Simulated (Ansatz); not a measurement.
Basis-set series for C2H7NSi (`C1NC[SiH2]1`). Charge 0, multiplicity 1. The structure was optimised at the PBE0-D4/def2-TZVP level.

| functional | basis | functions | energy (Eh) | HOMO (eV) | LUMO (eV) |
| --- | --- | --- | --- | --- | --- |
| PBE0-D4 | def2-SVP | 95 | -424.15598 | -6.35 | 0.77 |
| PBE0-D4 | def2-TZVPP | 233 | -424.40953 | -6.54 | 0.26 |
| ωB97M-V | def2-SVP | 95 | -424.33488 | -8.70 | 2.65 |
| ωB97M-V | def2-TZVPP | 233 | -424.59646 | -8.90 | 1.82 |

(1) Give the rows for def2-QZVPP. (Estimate.)

Results:

(1) Ansatz gave: 
```json
{"functional": "PBE0-D4", "basis": "def2-QZVPP", "functions": "451", "energy (Eh)": "-424.42741", "HOMO (eV)": "-6.58", "LUMO (eV)": "0.09"}
{"functional": "ωB97M-V", "basis": "def2-QZVPP", "functions": "451", "energy (Eh)": "-424.61329", "HOMO (eV)": "-8.94", "LUMO (eV)": "1.40"}
```

Positive LUMOs are unbound and depend on the basis.
